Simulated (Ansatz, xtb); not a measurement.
Diatomic BeAl, multiplicity 2 (lowest of 2S+1 = 2, 4 at CCSD(T)/def2-TZVPP on PBE0 minima; our sources give no spin for the ground state, which may be another).

Constants: fifth-degree fit in 1/R to seven points, most abundant isotopes. Runs in def2 and cc sets follow the lowest solution found near the PBE0 minimum.

Codes used: Ansatz (Gaussian orbitals); xtb for the GFN methods. Values without a source in brackets are computed. The GFN methods have no spin term and hold the electronic entropy of 300 K.

| level | r_e (Å) | ω_e (cm⁻¹) | B_e (cm⁻¹) | α_e (cm⁻¹) | D_e (eV) | dipole (D) |
|---|---|---|---|---|---|---|
| GFN1-xTB | 2.449 | 365 | 0.416 | 0.0036 | - | - |
| SVWN5/def2-TZVPP | 2.391 | 418 | 0.437 | 0.0055 | 1.15 | 0.14 |
| PBE/def2-TZVPP | 2.417 | 404 | 0.427 | 0.0057 | 0.94 | 0.09 |
| B97M-V/def2-TZVPP | 2.415 | 407 | 0.428 | 0.0057 | 0.83 | 0.33 |
| B3LYP/def2-TZVPP | 2.429 | 379 | 0.423 | 0.0070 | 0.63 | 0.18 |
| CAM-B3LYP/def2-TZVPP | 2.550 | 281 | 0.384 | 0.0037 | 0.52 | 0.85 |
| wB97M-V/def2-TZVPP | 2.481 | 328 | 0.405 | 0.0088 | 0.49 | 0.29 |
| CCSD/aug-cc-pV(T+d)Z | 2.459 | 345 | 0.413 | 0.0091 | - | - |
| CCSD/def2-TZVPP | 2.478 | 331 | 0.406 | 0.0096 | 0.32 | - |
| CCSD/def2-QZVPP | 2.444 | 351 | 0.418 | 0.0092 | 0.38 | - |
| CCSD(T)/aug-cc-pV(T+d)Z | 2.433 | 381 | 0.421 | 0.0072 | - | - |
| CCSD(T)/def2-TZVPP | 2.450 | 370 | 0.416 | 0.0076 | 0.46 | - |
| CCSD(T)/def2-QZVPP | 2.419 | 387 | 0.426 | 0.0072 | 0.54 | - |

D_e counts from each atom's lowest state at the same level, without counterpoise or zero-point energy.

Correlated levels freeze the inner cores; with def2 sets outer-core shells near the valence are correlated too.

Ansatz is an electronic-structure program.
